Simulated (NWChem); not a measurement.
Species: GeBr cation, singlet

Computed with NWChem. Pople sets run with spherical d functions. Low-valent species are run as closed-shell singlets; no triplet was tried in these runs. All runs use the structure optimised with B3LYP/6-31G* (spherical d). B3LYP is NWChem's, with the RPA form of VWN correlation. Field at 589 nm.

| level | isotropic polarisability (bohr³) | anisotropy (bohr³) |
|---|---|---|
| B3LYP/6-31G* | 37.5 | 37.9 |
| B3LYP/def2-SVP | 37.4 | 35.8 |
| B3LYP/def2-SVPD | 43.4 | 31.0 |
| B3LYP/def2-TZVPD | 43.7 | … |

Question: Some entries are withheld; supply them.

Answer: 
- B3LYP/def2-TZVPD, anisotropy (bohr³): 31.5
